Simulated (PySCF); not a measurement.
Species: C2H11N2Si, charge 1, multiplicity 1. It need not be the lowest isomer of its formula. 
Structure (B3LYP-D3(BJ)/def2-TZVP (Ansatz) minimum search):
```xyz
16

C      1.5358     0.4936     0.9678
Si    -0.0300     0.1773     0.0459
C     -1.5941    -0.0432     0.9980
N     -0.2019     1.1013    -1.3516
N      0.2740    -1.6321    -0.6159
H      2.4053     0.5198     0.3070
H      1.7160    -0.2571     1.7401
H      1.4745     1.4640     1.4650
H     -1.8503     0.8939     1.4970
H     -2.4348    -0.3103     0.3537
H     -1.4994    -0.8085     1.7711
H     -1.0943     1.3410    -1.7551
H      0.5520     1.6233    -1.7709
H      0.3993    -2.3212     0.1270
H     -0.5085    -1.9451    -1.1920
H      1.1051    -1.6684    -1.2075
```
Charge +1, spin multiplicity 1.

Dispersion corrections to the total energy (kcal/mol) from the dftd3 and dftd4 libraries through PySCF: D3(BJ) without and D4 with the three-body term, each with the damping fitted for the functional named.

```
functional  D3(BJ)     D4
----------  ------  -----
TPSS        -10.28  -9.38
CAM-B3LYP    -6.48      ?
B2GP-PLYP        ?  -2.97
BHLYP       -10.98  -8.23
BP86             ?  -9.33
r2SCAN       -2.43  -1.80
TPSSh        -9.50  -8.55
```

### Question
Complete the blanks.

### Answer

- CAM-B3LYP, D4: -5.97
- B2GP-PLYP, D3(BJ): -5.23
- BP86, D3(BJ): -12.91
